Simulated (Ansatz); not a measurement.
Steps of a relaxation of CH6FNOSi, SMILES `NC(O)(F)[SiH3]` with RKS PBE0-D4/def2-TZVP.

```sh
$ ansatz run in.yaml --threads 4 --pin off --events-out ev --progress --plain --max-ram 10444MiB
```

```yaml
crystal:
  periodic: [false, false, false]
  atoms:
    - {symbol: N, position_ang: [-1.573288, 0.260137, -0.106622]}
    - {symbol: C, position_ang: [-0.344669, -0.447055, -0.006861]}
    - {symbol: O, position_ang: [-0.219805, -1.060919, 1.252425]}
    - {symbol: F, position_ang: [-0.364560, -1.475387, -0.974541]}
    - {symbol: Si, position_ang: [1.170054, 0.679879, -0.457268]}
    - {symbol: H, position_ang: [-2.345132, -0.359766, 0.183848]}
    - {symbol: H, position_ang: [-1.573494, 1.069370, 0.524868]}
    - {symbol: H, position_ang: [0.598599, -1.595905, 1.248677]}
    - {symbol: H, position_ang: [1.153882, 1.896160, 0.429342]}
    - {symbol: H, position_ang: [2.415883, -0.116338, -0.174259]}
    - {symbol: H, position_ang: [1.148031, 1.092825, -1.898808]}
basis:
  gaussian: {orbitals: def2-TZVP}
hamiltonian: {xc: pbe0, dispersion: d4}
relax: {f_tol: 0.005, max_steps: 150}
```

Positions (Å) and forces (eV/Å) along the path, 9 of 9 steps:

```xyz
11
step=1 energy=-15258.4744 eV
N    -1.573    0.260   -0.107   -0.223   -0.190    0.562
C    -0.345   -0.447   -0.007    0.092    0.004   -0.083
O    -0.220   -1.061    1.252    0.506   -0.241   -0.517
F    -0.365   -1.475   -0.975   -0.095    0.366    0.457
Si    1.170    0.680   -0.457    0.124    0.052    0.015
H    -2.345   -0.360    0.184    0.445    0.354   -0.189
H    -1.573    1.069    0.525    0.060   -0.468   -0.375
H     0.599   -1.596    1.249   -0.563    0.353    0.040
H     1.154    1.896    0.429   -0.029   -0.268   -0.187
H     2.416   -0.116   -0.174   -0.276    0.150   -0.040
H     1.148    1.093   -1.899   -0.042   -0.110    0.317
11
step=2 energy=-15258.5081 eV
N    -1.565    0.259   -0.105   -0.036   -0.023    0.237
C    -0.336   -0.438   -0.010   -0.054   -0.134   -0.080
O    -0.215   -1.057    1.239    0.187   -0.046   -0.181
F    -0.371   -1.466   -0.967    0.006    0.173    0.160
Si    1.173    0.680   -0.453   -0.038   -0.016    0.015
H    -2.326   -0.356    0.186    0.140    0.093   -0.083
H    -1.561    1.062    0.517    0.009   -0.102   -0.127
H     0.594   -1.589    1.238   -0.164    0.092    0.044
H     1.140    1.885    0.425    0.003   -0.064   -0.052
H     2.401   -0.115   -0.164   -0.064    0.051   -0.015
H     1.131    1.079   -1.884    0.012   -0.025    0.080
11
step=3 energy=-15258.5122 eV
N    -1.560    0.259   -0.101    0.022   -0.011    0.063
C    -0.335   -0.441   -0.012   -0.002   -0.036   -0.054
O    -0.210   -1.060    1.234   -0.010    0.014   -0.034
F    -0.374   -1.462   -0.966   -0.008    0.036    0.033
Si    1.167    0.678   -0.452   -0.005   -0.004    0.003
H    -2.320   -0.351    0.185   -0.024   -0.012   -0.016
H    -1.553    1.063    0.513    0.000    0.023   -0.017
H     0.594   -1.590    1.237    0.018   -0.019    0.025
H     1.132    1.880    0.420   -0.008    0.013    0.007
H     2.393   -0.108   -0.160    0.016   -0.007    0.007
H     1.132    1.073   -1.878    0.000    0.003   -0.016
11
step=4 energy=-15258.5127 eV
N    -1.559    0.260   -0.098    0.013   -0.002    0.030
C    -0.335   -0.442   -0.013   -0.015   -0.006   -0.020
O    -0.209   -1.062    1.232   -0.004    0.000    0.002
F    -0.377   -1.460   -0.967   -0.005   -0.003   -0.007
Si    1.167    0.678   -0.452   -0.001    0.004    0.002
H    -2.321   -0.349    0.186   -0.010   -0.004   -0.008
H    -1.550    1.066    0.512   -0.002    0.015   -0.008
H     0.595   -1.593    1.236    0.015   -0.012    0.012
H     1.125    1.881    0.418   -0.003    0.008    0.003
H     2.395   -0.106   -0.156    0.008   -0.001    0.004
H     1.133    1.071   -1.879    0.004    0.000   -0.010
11
step=5 energy=-15258.5128 eV
N    -1.558    0.261   -0.093   -0.026    0.040    0.025
C    -0.337   -0.444   -0.016    0.045   -0.085   -0.010
O    -0.207   -1.071    1.226   -0.032    0.039   -0.012
F    -0.384   -1.459   -0.974   -0.002    0.036    0.015
Si    1.166    0.677   -0.452   -0.022   -0.012    0.001
H    -2.324   -0.342    0.191   -0.005   -0.022   -0.007
H    -1.542    1.067    0.517   -0.006    0.018   -0.010
H     0.604   -1.590    1.231    0.031   -0.029    0.004
H     1.113    1.885    0.411   -0.003    0.020    0.011
H     2.395   -0.099   -0.140    0.015   -0.009    0.003
H     1.141    1.060   -1.881    0.005    0.004   -0.019
11
step=6 energy=-15258.5131 eV
N    -1.557    0.261   -0.088   -0.007    0.007   -0.003
C    -0.337   -0.446   -0.016    0.006   -0.003    0.010
O    -0.205   -1.075    1.225   -0.002    0.003   -0.001
F    -0.388   -1.457   -0.976    0.002   -0.001   -0.002
Si    1.164    0.677   -0.452    0.014   -0.004   -0.003
H    -2.324   -0.341    0.194    0.001   -0.004    0.002
H    -1.541    1.071    0.518   -0.001    0.002    0.001
H     0.603   -1.599    1.229   -0.001    0.000   -0.007
H     1.106    1.891    0.405   -0.005   -0.001   -0.001
H     2.395   -0.094   -0.134    0.001    0.000    0.004
H     1.148    1.055   -1.884   -0.006   -0.001    0.000
11
step=7 energy=-15258.5132 eV
N    -1.557    0.263   -0.085    0.001    0.001    0.002
C    -0.337   -0.445   -0.016    0.000    0.001    0.004
O    -0.204   -1.078    1.222   -0.002    0.002    0.000
F    -0.391   -1.453   -0.979    0.002   -0.006   -0.005
Si    1.165    0.678   -0.452   -0.003    0.000    0.000
H    -2.323   -0.340    0.199    0.001    0.001   -0.001
H    -1.540    1.072    0.522    0.001    0.000    0.000
H     0.603   -1.606    1.221    0.000   -0.001    0.000
H     1.099    1.896    0.397    0.000    0.001    0.000
H     2.396   -0.089   -0.122    0.001   -0.001    0.000
H     1.154    1.045   -1.886    0.000    0.001    0.000
11
step=8 energy=-15258.5132 eV
N    -1.556    0.263   -0.085    0.003    0.002    0.001
C    -0.336   -0.445   -0.016    0.005    0.006    0.003
O    -0.204   -1.078    1.222   -0.003    0.000   -0.001
F    -0.389   -1.454   -0.979   -0.002   -0.005   -0.004
Si    1.165    0.678   -0.451   -0.005   -0.003    0.000
H    -2.323   -0.339    0.200    0.001   -0.002    0.000
H    -1.538    1.073    0.520   -0.002    0.000   -0.001
H     0.601   -1.608    1.221    0.001    0.000    0.000
H     1.098    1.896    0.397    0.001    0.001    0.000
H     2.396   -0.088   -0.123    0.001    0.000    0.000
H     1.152    1.046   -1.886    0.000    0.001    0.000
11
step=9 energy=-15258.5132 eV
N    -1.556    0.263   -0.085    0.000    0.000    0.000
C    -0.336   -0.445   -0.016   -0.001    0.001    0.002
O    -0.204   -1.078    1.223    0.001   -0.001   -0.001
F    -0.389   -1.455   -0.979    0.000    0.000    0.000
Si    1.165    0.678   -0.452   -0.001    0.001    0.000
H    -2.323   -0.340    0.199    0.000    0.000    0.000
H    -1.539    1.073    0.520    0.000    0.000    0.000
H     0.601   -1.607    1.222    0.000    0.000    0.000
H     1.099    1.896    0.398    0.000   -0.001    0.001
H     2.397   -0.088   -0.123    0.000    0.000   -0.001
H     1.151    1.047   -1.886    0.001   -0.001    0.000
```

Hardware: 4 threads of an Arm Neoverse V2 on a shared host. Wall time 24 s, peak host memory 0.47 GiB.
